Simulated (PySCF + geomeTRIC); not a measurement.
Species: H7NSi2, SMILES `N[SiH2][SiH3]` (charge 0, multiplicity 1).

Give a relaxed geometry from PBE0-D4/def2-TZVP (PySCF + geomeTRIC).

One answer among several that fit: the end point of this relaxation, one of several conformers (outside a Z-matrix the atoms follow the SMILES, hydrogens last).
Z-matrix (Å, degrees):
```
Si
N 1 1.7246
H 2 1.0074 1 119.61
H 2 1.0078 3 110.62 1 -145.02
H 1 1.4884 2 107.38 3 170.79
H 1 1.4974 5 106.42 2 -124.33
Si 1 2.3408 5 110.71 6 -117.23
H 7 1.4877 1 111.38 5 -52.50
H 7 1.4888 8 108.76 1 -121.79
H 7 1.4908 8 108.15 9 -117.13
```
